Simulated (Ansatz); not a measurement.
Geometry optimisation, RKS PBE/def2-SVP in Ansatz.

Input:

```yaml
crystal:
  periodic: [false, false, false]
  atoms:
    - { symbol: C, position_ang: [-1.3808, 0.5553, -0.6131] }
    - { symbol: "N", position_ang: [-0.5408, -0.5476, -0.4485] }
    - { symbol: B, position_ang: [0.7068, -0.1108, 0.2633] }
    - { symbol: "N", position_ang: [1.1672, -0.7149, 1.6196] }
    - { symbol: O, position_ang: [1.6354, 0.866, -0.3458] }
    - { symbol: H, position_ang: [-0.952, 1.4067, -1.2482] }
    - { symbol: H, position_ang: [-0.41044, 0.21324, 0.38847] }
    - { symbol: H, position_ang: [-2.3147, 0.2822, -1.1481] }
    - { symbol: H, position_ang: [-0.2514, -0.8695, -1.3529] }
    - { symbol: H, position_ang: [1.1398, -1.759, 1.5102] }
    - { symbol: H, position_ang: [0.2829, -0.5335, 2.2879] }
    - { symbol: H, position_ang: [2.2838, 0.346, -0.8554] }
basis:
  gaussian: { orbitals: def2-SVP }
hamiltonian:
  xc: pbe
relax:
  f_tol: 0.02
  max_steps: 50
```

Command:

```bash
$ ansatz run input.yaml --threads 2 --pin off --max-ram 3072MiB --backend cpu --events-out ev --progress --plain --runs-dir out
```

Problem. Where does it end, and by what steps?

Solution. The run converged. The force dipped under the threshold on the way, but the program's further checks kept it going. After 23 steps the energy has fallen by 8.833 eV; H10 moved furthest, 1.62 Å. Parted: N2–H7, B3–H7. Joined: C1–H7.

```csv
step,energy less start (eV),largest force component (eV/Å),accepted
0,0.0000,7.107,yes
1,-2.2004,4.459,yes
2,-4.2144,3.808,yes
3,-5.5822,2.872,yes
4,-6.4320,1.920,yes
5,-6.9643,1.315,yes
6,-7.4050,1.225,yes
7,-7.7829,0.834,yes
8,-8.1041,1.296,yes
9,-8.3788,0.633,yes
10,-8.5608,0.669,yes
11,-8.6185,0.764,yes
12,-8.7234,0.547,yes
13,-8.7925,0.288,yes
14,-8.8176,0.148,yes
15,-8.8220,0.116,yes
16,-8.8235,0.097,yes
17,-8.8274,0.179,yes
18,-8.8186,0.466,no
19,-8.8302,0.071,yes
20,-8.8319,0.017,yes
21,-8.8321,0.071,yes
22,-8.8324,0.049,yes
23,-8.8326,0.019,yes
```

```xyz
12
Properties=species:S:1:pos:R:3
C -1.513 0.217 -0.474
N -0.126 0.166 -0.860
B 1.005 -0.138 -0.040
N 0.872 -0.562 1.326
O 2.253 -0.010 -0.652
H -2.052 1.057 -0.965
H -1.600 0.392 0.619
H -2.089 -0.714 -0.701
H 0.057 0.296 -1.855
H -0.034 -0.678 1.776
H 1.634 -0.491 1.997
H 2.959 -0.402 -0.113
```

Whether the end is a true minimum wasn't checked by a vibrational analysis.

Time of the run: 51 s on 2 threads of Arm Neoverse V2 (shared host), peak memory 0.15 GiB.
